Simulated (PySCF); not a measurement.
Nb(NH)(Cl)2(OMe) (CH4Cl2NNbO), SMILES C[O][Nb](=[NH])([Cl])[Cl], multiplicity 1. Coordinates come from a PBE-D3(BJ)/def2-SVP optimisation. The multiplicity is an assumed one; other spin states were not compared. The def2 effective core potentials stand for the cores of Nb; spin–orbit coupling is left out. The values are those of a single conformer.

Computed equilibrium geometry at PBE-D3(BJ)/def2-SVP (PySCF confirms it by a frequency run) as Cartesian coordinates in Å, and its point group (one conformer of several):
point group Cs.
```xyz
10

Nb    -0.0553     0.1406     0.0000
N      0.2480     1.8670     0.0000
H      0.4027     2.8799     0.0000
Cl    -1.2087    -0.3790     1.9530
Cl    -1.2087    -0.3790    -1.9530
O      1.6287    -0.6855     0.0000
C      3.0079    -0.3947     0.0000
H      3.1851     0.7028     0.0000
H      3.4803    -0.8391    -0.9016
H      3.4803    -0.8391     0.9016
```
